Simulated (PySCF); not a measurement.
What does the PBE0-D3(BJ)/def2-SVP structure of Si(SMe)4, `S([Si](SC)(SC)SC)C` look like in three dimensions?

```xyz
21
C4H12S4Si angstrom
Si    -0.020    0.014    0.006
S      0.010   -0.047    2.137
C      0.950   -1.590    2.392
H      0.542   -2.392    1.761
H      0.831   -1.862    3.449
H      2.015   -1.445    2.169
S      1.997    0.000   -0.686
C      1.708    0.004   -2.488
H      1.360   -0.979   -2.833
H      2.670    0.239   -2.962
H      0.971    0.776   -2.754
S     -1.065    1.775   -0.592
C     -0.017    3.038    0.206
H     -0.179    3.057    1.292
H     -0.305    4.006   -0.225
H      1.043    2.843   -0.010
S     -1.017   -1.671   -0.838
C     -2.671   -1.456   -0.097
H     -2.583   -1.259    0.980
H     -3.212   -2.399   -0.254
H     -3.217   -0.636   -0.583
```

Orientation and origin are arbitrary. Atoms count from 1 in this order. All 4 S–Si bonds measure 2.132 to 2.133 Å. S2 (sulfur bonded to C and Si) is bent (angle 99.8°). Si1 (silicon bonded to 4 S) is tetrahedral (angles from 108.0° to 112.3°). Of the pairs four or more bonds apart, S7···H16 is among the closest relative to their van der Waals radii: 3.07 Å, 102 % of the sum of Bondi's values.

Bonds between heavy atoms (Å): Si1–S2 2.133, Si1–S7 2.132, Si1–S12 2.133, Si1–S17 2.132, S2–C3 1.825, S7–C8 1.825, S12–C13 1.825, S17–C18 1.825.

Computed, not measured: PBE0-D3(BJ)/def2-SVP geometry optimisation, gas phase in PySCF.

No PBE0-D3(BJ)/def2-SVP frequencies stand behind this structure, so it isn't proved a minimum. The numbers are those of one conformer (S7–Si1–S2–C3 -58°, S2–Si1–S7–C8 178°, S2–Si1–S12–C13 59°, S2–Si1–S17–C18 60°).
